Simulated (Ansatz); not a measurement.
`[CH3][Nb](=[NH])([NH2])[F]` and `[NH]=[Nb]([NH2])([NH2])[F]` differ in one atom or group.

Ansatz, PBE0-D4/def2-TZVP geometries, multiplicity 1. Each molecule was computed in one conformer, which needn't be the lowest.

Elements past krypton have def2 core potentials.

| property | `[CH3][Nb](=[NH])([NH2])[F]` |
| --- | --- |
| size of the dipole moment (ωB97M-V/def2-TZVPP) / D | 2.01 |
| HOMO energy (PBE0/def2-TZVPP) / eV | -7.63 |
| HOMO energy (B3LYP/def2-TZVPP) / eV | -7.39 |
| zero-point energy (PBE0-D4/def2-TZVP) / kJ/mol | 200.1 |
| HOMO energy (PBE/def2-TZVPP) / eV | -6.29 |
| HOMO energy (ωB97M-V/def2-TZVPP) / eV | -9.97 |

Problem. What does the change do to each property? (An estimate is asked.)

Solution. Computed: 
```
                                          property  `[NH]=[Nb]([NH2])([NH2])[F]`  shift
size of the dipole moment (ωB97M-V/def2-TZVPP) / D                          2.44   0.43
                HOMO energy (PBE0/def2-TZVPP) / eV                         -7.39   0.24
               HOMO energy (B3LYP/def2-TZVPP) / eV                         -7.16   0.23
    zero-point energy (PBE0-D4/def2-TZVP) / kJ/mol                         174.3  -25.8
                 HOMO energy (PBE/def2-TZVPP) / eV                         -6.01   0.28
             HOMO energy (ωB97M-V/def2-TZVPP) / eV                         -9.70   0.27
```

With PBE0 the HOMO rises by 0.24 eV and the LUMO rises by 0.56 eV, so the gap widens by about 0.32 eV. PBE moves the HOMO by 0.28 eV and ωB97M-V by 0.27 eV. The zero-point energy changes by -25.8 kJ/mol with -3 modes. Dipoles are sizes alone; their direction can turn.

B3LYP here is the variant with VWN-RPA as its local correlation; programs differ in this.
